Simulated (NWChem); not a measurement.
# C₄H₇F; SMILES FC=C(C)C

```xyz
12

C      0.7768    -1.7078     0.0000
C      0.0285    -0.4001     0.0000
C     -1.4763    -0.4493     0.0000
C      0.7004     0.7495     0.0000
F      0.0838     1.9561     0.0000
H      1.8623    -1.5621     0.0000
H      0.5173    -2.3099     0.8815
H      0.5173    -2.3099    -0.8815
H     -1.9099     0.5531     0.0000
H     -1.8497    -0.9882    -0.8815
H     -1.8497    -0.9882     0.8815
H      1.7821     0.8468     0.0000
```
Atoms are numbered in this order, from 1.

All runs: NWChem. Structure relaxed at the B3LYP/6-31G* (spherical d) level.

For level PBE/def2-TZVP:

| Item | Result |
|---|---|
| highest occupied level (eV) | -5.70 |
| orbital gap (eV) | 5.33 |
| dipole (D) | 1.54 |

How do the values read with level PBE0/def2-TZVP instead?


| Quantity | Value |
|---|---|
| highest occupied level (eV) | -6.91 |
| orbital gap (eV) | 7.56 |
| dipole (D) | 1.68 |
